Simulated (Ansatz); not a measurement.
The cluster BeF3⁻ was relaxed with r2SCAN-D4 (def2-TZVPD) in Ansatz in these states: charge -1 quintet, charge -1 singlet, charge -1 triplet. The geometries follow in no particular order.

A:

```xyz
4

Be    0.223    0.932    0.628
F     0.352   -0.657    1.019
F    -0.401    0.807   -0.884
F    -0.174   -1.081   -0.763
```

B:

```xyz
4

Be   -0.378   -0.036   -0.384
F    -0.484    0.103    1.242
F     0.650   -1.142    0.242
F     0.212    1.076   -1.100
```

C:

```xyz
4

Be    0.0000    0.0000    0.0000
F     0.8634    0.2173    1.1785
F     0.6062   -0.2468   -1.3240
F    -1.4695    0.0295    0.1456
```

Q: Judge from the bond lengths which geometry belongs to which state (an estimate).

A: A is the charge -1 quintet (Be1–F4 2.479 Å, Be1–F2 1.641 Å, Be1–F3 1.641 Å); B is the charge -1 triplet (Be1–F4 1.448 Å, Be1–F2 1.635 Å, Be1–F3 1.635 Å); C is the charge -1 singlet (Be1–F4 1.477 Å, Be1–F2 1.477 Å, Be1–F3 1.477 Å).

At r2SCAN-D4/def2-TZVPD the highest occupied level of the charge -1 quintet lies above zero (up to 2.22 eV). The electron is either unbound and held by the finite basis, or the level is raised by self-interaction error. At r2SCAN-D4/def2-TZVPD the highest occupied level of the charge -1 triplet lies above zero (up to 1.81 eV). At PBE0-D4/def2-TZVPD a singlet lies 13.97 eV below the charge -1 quintet. At PBE0-D4/def2-TZVPD a singlet lies 6.61 eV below the charge -1 triplet. In the quintet, F3 and F4 lie 1.91 Å apart, F2 and F4 lie 1.91 Å apart (atoms count from 1), so these atoms are partly bonded to each other. In the triplet, F2 and F3 lie 1.96 Å apart (atoms count from 1), so these atoms are partly bonded to each other. These are the stationary points nearest to one start from a short search; other shapes may lie lower in each state. The charge -1 quintet has come apart into loosely held pieces.
